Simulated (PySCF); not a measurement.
Si(OSiH3)(F)2(Me) (CH₆F₂OSi₂), SMILES C[Si](F)(F)O[SiH3].

Geometry optimised at ωB97X-D3(BJ)/def2-SVP. The values are those of a single conformer.

Calculation: PySCF with CAM-B3LYP/def2-TZVP.

Gas-phase values at a fixed geometry.

Task: Estimate the frontier levels, gap, dipole moment and polarisability. (The exact figures need the calculation; the answer reports its results.)

Result: 
```
Item                                                                                                           Result
---------------------------------------------------------------------------------------------  ----------------------
highest occupied level                                                                                      -10.71 eV
lowest empty level                                                                                            0.91 eV
orbital gap                                                                                                  11.61 eV
dipole moment                                                                                                  1.86 D
quadrupole, principal values (traceless, Buckingham form, about the centre of nuclear charge)  -4.60, -4.38, 8.98 D·Å
mean static polarisability                                                                       60.5 bohr³ (8.96 Å³)
polarisability, principal values                                                               55.8, 57.5, 68.2 bohr³
```
